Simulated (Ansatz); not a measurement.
Frontier orbitals of `C=C[SiH2]NC`.

Charge 0, multiplicity 1. Geometry: relaxed with PBE0-D4/def2-TZVP. It is one conformer, not always the lowest. Basis def2-TZVPP, Ansatz 0.2.0.

```
functional  HOMO (eV)  LUMO (eV)  gap (eV)
       PBE      -5.39      -1.42      3.97
    revPBE      -5.34      -1.33      4.01
      PBE0      -6.75      -0.42      6.33
     B3LYP      -6.53      -0.63      5.90
   ωB97M-V      -9.09       1.64     10.73
        HF     -10.08       3.21     13.29
```

Against PBE, PBE0 changes HOMO and LUMO by −1.36 and +1.00 eV, ωB97M-V by −3.70 and +3.05 eV. A gap of 3.97 eV thus becomes 10.73 eV for the same molecule, so an orbital gap means little without its functional. A positive LUMO is unbound and depends on the basis.

B3LYP here is the variant with VWN-RPA as its local correlation; programs differ in this.
